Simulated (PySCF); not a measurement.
Species: C5H10N2Si.
SMILES: `C#C[Si@H]1NCCN1C`

Level of theory: TDDFT wB97X-D/def2-SVPD, vertical, gas phase, core orbitals frozen in the response in PySCF. One conformer (not necessarily the lowest) at the PBE0-D3(BJ)/def2-SVP geometry, without solvent, vibrations or thermal averaging.

Predict the UV-vis stick spectrum at this level.

| state | E (eV) | ν̃ (cm⁻¹) | f | main configurations (H = HOMO, L = LUMO) |
| --- | --- | --- | --- | --- |
| S1 | 5.37 | 43330 | 0.0080 | H→L (92%) |
| S2 | 5.84 | 47070 | 0.0039 | H-2→L (71%), H-1→L (10%) |
| S3 | 5.89 | 47510 | 0.019 | H-1→L (51%), H→L+1 (33%) |
| S4 | 6.03 | 48670 | 0.0088 | H→L+1 (48%), H-1→L (26%), H-2→L (14%) |
| S5 | 6.31 | 50900 | 0.0008 | H-3→L (34%), H-1→L+1 (20%), H-2→L+1 (18%) |
| S6 | 6.36 | 51300 | 0.0079 | H-3→L+1 (24%), H→L+2 (18%), H-3→L (12%) |

The lowest singlet lies at 5.37 eV (231 nm, ultraviolet) and is weak; its leading configuration is HOMO→LUMO (92%). The most intense listed level is S3 at 5.89 eV (211 nm, f = 0.019), 0.52 eV above S1. Löwdin shares by element: HOMO nitrogen 58%, carbon 16% or more (atoms not listed hold the other 26%); LUMO carbon 50% or more, silicon 22%, hydrogen 6% or more (atoms not listed hold the other 22%). The oscillator strengths of these states sum to 0.049; summed over the whole spectrum of an exact calculation they would give the number of electrons, 68 (Thomas–Reiche–Kuhn). Orbital energies (eV): HOMO-3 -10.18, HOMO-2 -9.96, HOMO-1 -8.81, HOMO -8.08, LUMO 1.46, LUMO+1 2.02, LUMO+2 2.38. Weighted by f, the mean energy of these states is 5.91 eV. Singlets were solved by full linear response.
